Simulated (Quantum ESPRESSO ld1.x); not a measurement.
Task: Excited configurations of the manganese ion Mn2+: one electron is placed in a higher orbital outside [Ar] 3d4. The ground configuration is [Ar] 3d5. Calculated with ld1.x of Quantum ESPRESSO 7.5: scalar-relativistic Kohn-Sham, PBE, spin-unpolarised, spherical densities, point nucleus. Excitation = E - E(ground); binding = E(ion) - E, where the ion is the core of charge +3; n* = 3/sqrt(2 binding) in atomic units, and the quantum defect is n - n*.

| outer orbital | excitation (eV) | binding (eV) | n* | quantum defect | eigenvalue (eV) | <r> (bohr) |
|---|---|---|---|---|---|---|
| 4p | 12.688 | 19.831 | 2.485 | 1.515 | -16.244 | 2.907 |
| 4d | 20.313 | 12.207 | 3.167 | 0.833 | -9.866 | 4.123 |
| 4f | 24.718 | 7.801 | 3.962 | 0.038 | -6.231 | 5.816 |
| 5s | 20.341 | 12.178 | 3.171 | 1.829 | -10.430 | 5.164 |
| 5d | 25.238 | 7.281 | 4.101 | 0.899 | -6.104 | 7.660 |
| 5f | 27.320 | 5.199 | 4.853 | 0.147 | -4.313 | 9.972 |
| 6s | 25.369 | 7.150 | 4.138 | 1.862 | -6.175 | 8.768 |
| 6p | 26.289 | 6.230 | 4.433 | 1.567 | -5.368 | 9.775 |
| 6d | 27.714 | 4.806 | 5.048 | 0.952 | -4.113 | 12.14 |
| 7s | 27.798 | 4.721 | 5.093 | 1.907 | -4.100 | 13.32 |
| 7f | 29.791 | 2.728 | 6.699 | 0.301 | -2.353 | 21.15 |

Estimate the row for 4s.

Result: excitation (eV) 6.686; binding (eV) 25.834; n* 2.177; quantum defect 1.823; eigenvalue (eV) -21.572; <r> (bohr) 2.488. The Delta-SCF ionisation energy is 32.519 eV (NIST Atomic Spectra Database: 33.67 eV, measured). Self-interaction in the functional shifts the binding energies and quantum defects, so they are the method's values and not measured ones. Spin polarisation and multiplet splitting are left out, so open shells lie too high by an amount that depends on their filling.

Beside tabulated values, note that spin-unpolarised runs miss the spin-polarisation part of the exchange energy of open shells.
